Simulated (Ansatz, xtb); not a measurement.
## Two isomers of C2H4CuFSi

Structure a is `C=C[Si@H](F)[Cu]`, a singlet and structure b is `F[Si]1([Cu])CC1`, a singlet. Both are isolated molecules in the gas phase, relaxed with BLYP-D3(BJ)/def2-SVP; the shapes shown needn't be the lowest conformers.

a (Å):

```xyz
9

C     1.3771   -0.3978   -1.8166
C     1.7892   -1.2363   -0.8410
Cu    2.5657   -0.6181    2.4039
F    -0.2209   -0.1676    0.8356
Si    1.0529   -1.2300    0.8855
H     0.5661    0.3274   -1.6395
H     1.8227   -0.4027   -2.8258
H     2.6118   -1.9452   -1.0536
H     0.4626   -2.5843    1.1869
```

b (Å):

```xyz
9

C    -0.0040   -0.4082   -1.8368
C     1.3885   -1.0559   -1.4618
Cu   -0.5373   -3.9371   -2.6199
F    -0.5976   -2.4089    0.2441
Si   -0.0837   -2.2114   -1.3229
H    -0.1391   -0.1099   -2.8904
H    -0.3834    0.3545   -1.1345
H     1.8548   -0.6865   -0.5317
H     2.1186   -1.1600   -2.2823
```

Quicker runs give these differences E(b) − E(a): GFN2-xTB +23.4 kJ/mol; HF/STO-3G −13.4 kJ/mol (at GFN2-xTB geometries); r2SCAN-D4/def2-SVP +11.9 kJ/mol (at GFN2-xTB geometries).

Which of the two would you expect CCSD(T)/def2-SVP + ΔMP2/def2-TZVPP electronic energies to favour?

Structure a; the calculation gives E(b) − E(a) = +31.4 kJ/mol.

Level by level:

```csv
level,geometry,E(b) − E(a) (kJ/mol),departure from the last row (kJ/mol),"job, with rough time for the two"
GFN2-xTB,GFN2-xTB,+23.4,−8.0,"optimisation, 0.26 s"
HF/STO-3G,GFN2-xTB,−13.4,−44.8,"single point, 4.6 s"
r2SCAN-D4/def2-SVP,GFN2-xTB,+11.9,−19.5,"single point, 4.1 s"
BLYP-D3(BJ)/def2-SVP,BLYP-D3(BJ)/def2-SVP,+42.8,+11.4,"optimisation, 23 s"
HF/def2-SVP,BLYP-D3(BJ)/def2-SVP,+45.7,+14.3,part of the CCSD(T) run
MP2/def2-SVP,BLYP-D3(BJ)/def2-SVP,+19.8,−11.6,part of the CCSD(T) run
CCSD(T)/def2-SVP,BLYP-D3(BJ)/def2-SVP,+33.4,+2.0,single point
CCSD(T)/def2-SVP + ΔMP2/def2-TZVPP,BLYP-D3(BJ)/def2-SVP,+31.4,,"single point, 45 s"
```

As drawn, b has 1 C–Si, 1 C–C, 1 C–H in place of 1 C=C, 1 Si–H. Structure a has no ring, b a 3-membered ring.

HF/STO-3G puts the two in the other order. The largest departure from CCSD(T)/def2-SVP + ΔMP2/def2-TZVPP is that of HF/STO-3G, 44.8 kJ/mol. The last row adds to CCSD(T) the change of the MP2 difference between the two basis sets, here −2.0 kJ/mol.

With harmonic frequencies from BLYP-D3(BJ)/def2-SVP (ideal gas, rigid rotor, one conformer each, 298.15 K, 1 atm): on the last row, ΔE + ΔZPE = +36.4, ΔH = +35.5, ΔG = +38.5 kJ/mol.

The T1 diagnostic of structures a and b is large, so the coupled-cluster value is less sure. The correlated steps freeze 13 core orbitals; the last core shell of Cu is correlated, in a basis made for valence electrons. Mirror images aren't counted in ΔG. Run with Ansatz 0.2.0, xtb 6.7.1; the last row on 2 threads of Intel(R) Xeon(R) 6975P-C (Granite Rapids) on a shared host.
